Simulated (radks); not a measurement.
Fractional charge and spin in the 5s shell of terbium: the spin-up occupation runs from 0 to 1 and the spin-down occupation from 0 to 1; the fullest corner is Tb2+, [Kr] 4d10 4f(up 4.5, down 4.5) 5p6 5s(up 1, down 1). Method: scalar-relativistic Kohn-Sham, PBEsol, spin-polarised, spherical densities, finite nucleus; Fermi nuclear charge, rms radius of each element as measured or else 0.836 A^(1/3) + 0.57 fm; computed with a radial shooting solver on a logarithmic mesh with Libxc functionals. Energy (eV) minus the two flat planes that join the four corners (they meet along the diagonal where the two added fractions sum to one electron); zero is where a piecewise linear energy would lie.

\begin{tabular}{lrrrrr}
down \ up & 0 & 0.25 & 0.5 & 0.75 & 1 \\ \hline
0 & 0.000 & -1.386 & -1.842 & -1.376 & 0.000 \\
0.25 & -1.386 & -1.780 & -1.256 & 0.178 & -1.306 \\
0.5 & -1.842 & -1.256 & 0.237 & -1.190 & -1.733 \\
0.75 & -1.376 & 0.178 & -1.190 & -1.676 & -1.293 \\
1 & 0.000 & -1.306 & -1.733 & -1.293 & 0.000 \\
\end{tabular}

Corners above the fullest one (they belong to Tb3+ and the next ion): (up 1, down 0) 68.263 eV, (up 0, down 1) 68.263 eV, (up 0, down 0) 151.79 eV. With half an added electron in each spin the energy lies 0.237 eV from the planes, and with half an added electron in spin up alone -1.842 eV. The planes are only a guide here: the flat-plane condition holds for ground states with one frontier orbital, while this shell lies below other occupied shells, so the corners above the fullest one are inner-hole states and not the ground states of those ions.
